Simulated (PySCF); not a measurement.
# Reading the logs of faulty runs: BC2GeH6 cation

All numbers below are calculated, not measured. The program is PySCF 2.14.0, an open-source quantum chemistry code, run on an isolated molecule that a program drew, which may never have been made. The molecule is BC2GeH6 cation (charge +1, singlet), drawn as the SMILES string `CC=[B][GeH2+]`.

Each row is a Hartree-Fock (HF) and frozen-core CCSD(T) single point in the cc-pVDZ basis, meant for a local HF minimum. Run 1 is clean. Each other run has one planted mistake out of seven kinds, and not every kind appears here: one electron removed, one electron added, multiplicity raised by two, geometry at a saddle point, minimal basis STO-3G, one bond length entered in bohr, all coordinates scaled. The reference is restricted for singlets and unrestricted otherwise, and also for a bond in bohr. Adding or removing an electron swaps singlet and doublet. Electrons count all cores. HOMO and LUMO are orbital energies over both spins, the gradient is its largest component, and the lowest frequency (negative if imaginary) is given only where the gradient is small. Bond lengths are over the 9 bonds as drawn. T1 is the CCSD diagnostic: over 0.02 (restricted) or 0.045 (unrestricted) a single reference is doubtful. Germanium has the cc-pVDZ-PP basis, with a core potential (ECP10MDF) in place of its 10 inner electrons, and its 3s, 3p and 3d shells are frozen in CCSD(T).

Geometry of the clean run:
```xyz
10
BC2GeH6 cation, angstrom
C     0.0493    0.4580   -0.4233
C    -0.6565    1.0578    0.7535
B    -1.9827    1.5270    0.8605
Ge   -3.7857    2.1988    1.1003
H    -0.5799    0.3906   -1.3073
H     0.4020   -0.5401   -0.1534
H     0.9314    1.0603   -0.6520
H    -0.0651    1.1487    1.6664
H    -4.2311    2.7620    2.4285
H    -4.7882    2.1775   -0.0284
```

| run | electrons | basis functions | <S^2> | HOMO (eV) | LUMO (eV) | gradient (hartree/bohr) | lowest frequency (cm^-1) | mean bond (Å) | longest bond (Å) | T1 | HF (hartree) | CCSD(T) (hartree) | mistake |
|---|---|---|---|---|---|---|---|---|---|---|---|---|---|
| 1 | 54 | 95 | 0.000 | -13.79 | -5.48 | 3.6e-05 | 101 | 1.3590 | 1.939 | 0.0190 | -396.96023 | -397.45413 | no fault |
| 2 | 54 | 95 | 0.000 | -13.11 | -5.55 | 4.8e-02 | - | 1.4731 | 2.102 | 0.0221 | -396.90311 | -397.41791 | all coordinates scaled |
| 3 | 55 | 95 | 0.924 | -7.24 | 1.60 | 1.1e-02 | - | 1.3590 | 1.939 | 0.0287 | -397.19551 | -397.69496 | one electron added |
| 4 | 54 | 95 | 2.019 | -12.81 | -5.78 | 5.4e-02 | - | 1.3590 | 1.939 | 0.0157 | -396.93751 | -397.39457 | ? |

**Which mistake was planted in run 4, and what did it cost?**

Electrons, basis and geometry are unchanged, and <S^2> is 2.019, beside S(S+1) = 2.00 for a multiplicity of 3. So the mistake is: multiplicity raised by two. Subtracting run 1 and multiplying by 627.51 kcal/mol a hartree, the energy moved by 14.3 kcal/mol in HF and 37.4 kcal/mol in CCSD(T).

Cautions from the logs. Run 2: T1 is over the limit, so its CCSD(T) energy is less reliable.
